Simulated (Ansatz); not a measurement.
Mulliken charges of CH3BOS (`BSC=O`) from PBE/def2-TZVPP in Ansatz (PBE0-D4/def2-TZVP geometry).

| atom | x (Å) | y (Å) | z (Å) | charge (e) |
| --- | --- | --- | --- | --- |
| B1 | 0.354 | -0.500 | -1.227 | -0.084 |
| S2 | 0.456 | -0.996 | 0.466 | 0.005 |
| C3 | -0.313 | 0.424 | 1.272 | 0.105 |
| O4 | -0.452 | 0.504 | 2.448 | -0.166 |
| H5 | 0.791 | -1.244 | -2.045 | 0.038 |
| H6 | -0.141 | 0.550 | -1.504 | 0.027 |
| H7 | -0.632 | 1.194 | 0.545 | 0.075 |

Task: By hand: the dipole of these point charges (1 e Å = 4.8032 D).

Result: Σ q r = (-0.006, 0.055, -0.245) e Å, of length 0.251 e Å = 1.21 D.

Task: How does the dipole of the full density compare? (Estimate.)

Result: Computed: (-0.002, 0.065, -0.353) e Å, 1.72 D; the point charges give 0.70 times that, at 2° from its direction.

Point charges leave out the atoms' own dipoles, such as those of lone pairs, and Mulliken's split depends on the basis, so the two needn't agree.
